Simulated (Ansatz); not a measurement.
Relaxation of Cl$_{3}$FH$_{2}$OZr (8 atoms, charge 0, multiplicity 1), to a largest force component of 0.03 eV/Å in at most 50 steps.

Method: RHF/def2-SVP in Ansatz.

```xyz
8
Properties=species:S:1:pos:R:3
Zr 0.557 0.386 -0.434
O -0.769 0.546 2.533
H -0.920 -0.222 3.065
Cl 1.882 0.145 -2.356
Cl -1.334 1.615 -1.093
F 0.119 -1.379 0.059
Cl 1.995 1.505 1.252
H 0.057 0.942 2.852
```

Where does it end, and by what steps?

It converged. After 11 steps the energy has fallen by 0.625 eV; H3 moved furthest, 0.63 Å. Joined: Zr1–O2 (3.25 → 2.36 Å).

```json
{"step": "0", "energy less start (eV)": "0.0000", "largest force component (eV/Å)": "1.248", "accepted": "yes"}
{"step": "1", "energy less start (eV)": "-0.1407", "largest force component (eV/Å)": "1.717", "accepted": "yes"}
{"step": "2", "energy less start (eV)": "-0.3095", "largest force component (eV/Å)": "2.736", "accepted": "yes"}
{"step": "3", "energy less start (eV)": "-0.5069", "largest force component (eV/Å)": "2.290", "accepted": "yes"}
{"step": "4", "energy less start (eV)": "-0.5899", "largest force component (eV/Å)": "0.595", "accepted": "yes"}
{"step": "5", "energy less start (eV)": "-0.5581", "largest force component (eV/Å)": "0.778", "accepted": "no"}
{"step": "6", "energy less start (eV)": "-0.6139", "largest force component (eV/Å)": "0.276", "accepted": "yes"}
{"step": "7", "energy less start (eV)": "-0.6202", "largest force component (eV/Å)": "0.091", "accepted": "yes"}
{"step": "8", "energy less start (eV)": "-0.6231", "largest force component (eV/Å)": "0.036", "accepted": "yes"}
{"step": "9", "energy less start (eV)": "-0.6247", "largest force component (eV/Å)": "0.064", "accepted": "yes"}
{"step": "10", "energy less start (eV)": "-0.6242", "largest force component (eV/Å)": "0.315", "accepted": "no"}
{"step": "11", "energy less start (eV)": "-0.6254", "largest force component (eV/Å)": "0.018", "accepted": "yes"}
```

```xyz
8
Properties=species:S:1:pos:R:3
Zr 0.517 0.417 -0.062
O -0.415 0.417 2.104
H -0.854 -0.352 2.448
Cl 1.672 0.025 -2.097
Cl -1.335 1.731 -0.762
F 0.070 -1.397 0.327
Cl 2.201 1.654 1.118
H -0.268 1.043 2.801
```

Whether the end is a true minimum wasn't checked by a vibrational analysis.

Run time: 24 s on 2 threads of Intel(R) Xeon(R) 6975P-C (Granite Rapids) (shared host), peak memory 0.32 GiB.
